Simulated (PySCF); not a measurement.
**Atomic charges against the basis set**

Aluminum trichloride, AlCl3.
Atom-mapped SMILES: `[Cl:1][Al:2]([Cl:3])[Cl:4]`

PBE0 throughout (PySCF), one geometry, spherical d and f functions. Isolated species at its PBE0-D3(BJ)/def2-SVP geometry, gas phase. Atoms taken as equivalent share a column and are averaged.

Mulliken charges (e):

```tsv
basis	functions	Cl1/Cl3/Cl4	Al2
STO-3G	36	-0.369	+1.106
6-31G	52	-0.256	+0.768
pcSseg-0	52	-0.396	+1.189
6-31G*	72	-0.196	+0.589
cc-pVDZ	72	-0.179	+0.537
def2-SVP	72	-0.249	+0.748
aug-cc-pVDZ	108	-0.300	+0.900
cc-pVTZ	136	-0.165	+0.494
6-311+G(2d,p)	140	-0.281	+0.843
def2-TZVP	148	-0.201	+0.603
IGLO-III	176	-0.362	+1.086
pcSseg-3	304	-0.300	+0.901
```

IAO charges (e):

```json
{"basis": "STO-3G", "functions": "36", "Cl1/Cl3/Cl4": "-0.321", "Al2": "+0.963"}
{"basis": "6-31G", "functions": "52", "Cl1/Cl3/Cl4": "-0.282", "Al2": "+0.846"}
{"basis": "pcSseg-0", "functions": "52", "Cl1/Cl3/Cl4": "-0.290", "Al2": "+0.871"}
{"basis": "6-31G*", "functions": "72", "Cl1/Cl3/Cl4": "-0.321", "Al2": "+0.964"}
{"basis": "cc-pVDZ", "functions": "72", "Cl1/Cl3/Cl4": "-0.320", "Al2": "+0.959"}
{"basis": "def2-SVP", "functions": "72", "Cl1/Cl3/Cl4": "-0.320", "Al2": "+0.959"}
{"basis": "aug-cc-pVDZ", "functions": "108", "Cl1/Cl3/Cl4": "-0.324", "Al2": "+0.973"}
{"basis": "cc-pVTZ", "functions": "136", "Cl1/Cl3/Cl4": "-0.333", "Al2": "+1.000"}
{"basis": "6-311+G(2d,p)", "functions": "140", "Cl1/Cl3/Cl4": "-0.329", "Al2": "+0.987"}
{"basis": "def2-TZVP", "functions": "148", "Cl1/Cl3/Cl4": "-0.334", "Al2": "+1.003"}
{"basis": "IGLO-III", "functions": "176", "Cl1/Cl3/Cl4": "-0.329", "Al2": "+0.986"}
{"basis": "pcSseg-3", "functions": "304", "Cl1/Cl3/Cl4": "-0.336", "Al2": "+1.007"}
```

Hirshfeld charges (e):

```
        basis  functions  Cl1/Cl3/Cl4     Al2
       STO-3G         36       -0.295  +0.885
        6-31G         52       -0.165  +0.495
     pcSseg-0         52       -0.172  +0.517
       6-31G*         72       -0.167  +0.501
      cc-pVDZ         72       -0.163  +0.490
     def2-SVP         72       -0.162  +0.487
  aug-cc-pVDZ        108       -0.169  +0.507
      cc-pVTZ        136       -0.168  +0.505
6-311+G(2d,p)        140       -0.169  +0.506
    def2-TZVP        148       -0.168  +0.503
     IGLO-III        176       -0.161  +0.482
     pcSseg-3        304       -0.170  +0.511
```

Q: Which scheme is steadiest as the basis changes?

A: Largest range over the bases for any column: IAO 0.16 e, Hirshfeld 0.40 e, Mulliken 0.69 e. IAO charges move least and Mulliken charges most, counted in e. Without the minimal STO-3G basis the ranges are IAO 0.16, Hirshfeld 0.03, Mulliken 0.69 e.

Q: How much do the charges still move between the two largest bases, IGLO-III and pcSseg-3?

A: At most, over all atoms: Mulliken 0.185 e, IAO 0.022 e, Hirshfeld 0.029 e.

Q: What do the same runs give for the total energy, the frontier levels and the dipole moment?

A: 
```tsv
basis	energy (Eh)	HOMO (eV)	LUMO (eV)	μ (D)
STO-3G	-1604.8145	-7.49	1.38	0.06
6-31G	-1622.5090	-9.75	-2.17	0.04
pcSseg-0	-1620.8194	-9.81	-2.04	0.05
6-31G*	-1622.5983	-9.41	-1.50	0.04
cc-pVDZ	-1622.6816	-9.33	-1.32	0.04
def2-SVP	-1622.1664	-9.25	-1.16	0.04
aug-cc-pVDZ	-1622.6903	-9.44	-1.60	0.04
cc-pVTZ	-1622.7491	-9.40	-1.35	0.04
6-311+G(2d,p)	-1622.7201	-9.40	-1.61	0.04
def2-TZVP	-1622.7279	-9.38	-1.33	0.04
IGLO-III	-1622.7062	-9.25	-1.22	0.03
pcSseg-3	-1622.7777	-9.42	-1.44	0.04
```
